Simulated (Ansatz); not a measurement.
Geometry optimisation, RKS PBE0/def2-SVP in Ansatz.

Input file:

```yaml
crystal:
  periodic: [false, false, false]
  atoms:
    - { symbol: Al, position_ang: [-0.0794, 0.336, -0.089] }
    - { symbol: Cl, position_ang: [1.9409, -1.2973, 0.0618] }
    - { symbol: O, position_ang: [-0.5426, 0.398, -1.645] }
    - { symbol: O, position_ang: [-0.0107, 1.4692, 1.0804] }
    - { symbol: H, position_ang: [0.3049, -1.7497, 0.4903] }
    - { symbol: F, position_ang: [-0.8521, -1.4837, 0.6547] }
    - { symbol: H, position_ang: [-0.8951, 0.536, -2.5098] }
    - { symbol: H, position_ang: [0.1341, 1.7915, 1.9566] }
basis:
  gaussian: { orbitals: def2-SVP }
hamiltonian:
  xc: pbe0
relax:
  f_tol: 0.15
  max_steps: 25
  restrain:
    - { distance: [0, 5], at: 3.08, k: 30.0 }
    - { distance: [4, 1], at: 2.63, k: 30.0 }
    - { distance: [0, 1], at: 2.23, k: 30.0 }
    - { distance: [4, 5], at: 0.88, k: 30.0 }
```

Run as:

```bash
$ ansatz run input.yaml --threads 2 --pin off --max-ram 3072MiB --backend cpu --events-out ev --progress --plain --runs-dir out
```

Task: Where does it end, and by what steps?

Result: It converged. The restraints hold the end off the free minimum. After 13 steps the energy has fallen by 0.545 eV (the restraints' own energy left out); H5 moved furthest, 0.80 Å. Parted: Al1–F6. Joined: H5–F6.

```json
{"step": "0", "energy less start (eV)": "0.0000", "largest force component (eV/Å)": "3.010", "accepted": "yes"}
{"step": "1", "energy less start (eV)": "0.0059", "largest force component (eV/Å)": "3.141", "accepted": "yes"}
{"step": "2", "energy less start (eV)": "-0.1203", "largest force component (eV/Å)": "2.128", "accepted": "yes"}
{"step": "3", "energy less start (eV)": "-0.1777", "largest force component (eV/Å)": "4.062", "accepted": "yes"}
{"step": "4", "energy less start (eV)": "-0.3453", "largest force component (eV/Å)": "1.841", "accepted": "yes"}
{"step": "5", "energy less start (eV)": "-0.3839", "largest force component (eV/Å)": "1.277", "accepted": "yes"}
{"step": "6", "energy less start (eV)": "-0.3916", "largest force component (eV/Å)": "1.122", "accepted": "no"}
{"step": "7", "energy less start (eV)": "-0.4138", "largest force component (eV/Å)": "0.945", "accepted": "yes"}
{"step": "8", "energy less start (eV)": "-0.4343", "largest force component (eV/Å)": "1.026", "accepted": "yes"}
{"step": "9", "energy less start (eV)": "-0.4365", "largest force component (eV/Å)": "1.003", "accepted": "yes"}
{"step": "10", "energy less start (eV)": "-0.4451", "largest force component (eV/Å)": "1.027", "accepted": "yes"}
{"step": "11", "energy less start (eV)": "-0.4577", "largest force component (eV/Å)": "0.977", "accepted": "yes"}
{"step": "12", "energy less start (eV)": "-0.4943", "largest force component (eV/Å)": "0.981", "accepted": "yes"}
{"step": "13", "energy less start (eV)": "-0.5446", "largest force component (eV/Å)": "0.931", "accepted": "yes"}
```

```xyz
8
Properties=species:S:1:pos:R:3
Al 0.316 0.505 -0.314
Cl 1.960 -0.884 0.109
O -0.304 0.445 -1.878
O -0.122 1.646 0.851
H -0.101 -2.329 0.860
F -0.958 -2.015 0.890
H -1.025 0.947 -2.259
H 0.235 1.685 1.740
```

Run time: 34 s on 2 threads of Arm Neoverse V1, on a shared host, peak memory 0.19 GiB.
